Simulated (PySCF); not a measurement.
**C₆ coefficients of unlike pairs at PW91**

Calculated with PySCF 2.14 from the dipole response of each species, C₆(A,B) = (3/π) ∫ α_A(iu) α_B(iu) du, in atomic units, from isotropic polarisabilities. For ions this is the dispersion term alone; charge-induced terms of lower order in 1/R come first.

```csv
species,configuration,basis,relativity,α (bohr³),C₆ (like pair)
Ir³⁺,[Xe] 4f14 5d6 (5D),def2-TZVPPD with the def2 core potential (60 electrons) (6s5p3d2f1g),core potential,6.423,36.43
Cl⁺,[Ne] 3s2 3p4 (3P),aug-cc-pwCVDZ (6s5p3d),none,8.683,41.96
P,[Ne] 3s2 3p3 (4S),aug-cc-pCVQZ-DK (10s9p7d5f3g),spin-free X2C,27.55,205.2
Sn,[Kr] 4d10 5s2 5p2 (3P),aug-cc-pVDZ-PP with ECP28MDF (5s4p3d),core potential,59.21,629.6
```

(1) Estimate C₆ for Cl⁺ with Ir³⁺.

No spin-orbit coupling is included.

The other pairs:

| pair | C₆ |
| --- | --- |
| Sn, P | 353.6 |
| P, Ir³⁺ | 73.97 |
| Sn, Ir³⁺ | 116.9 |
| P, Cl⁺ | 87.97 |
| Sn, Cl⁺ | 143.4 |

## Answers

(1) The integral gives 37.80. The combination rule 2 C_A C_B / (C_A α_B/α_A + C_B α_A/α_B) gives 38.08 and the geometric mean 39.10.
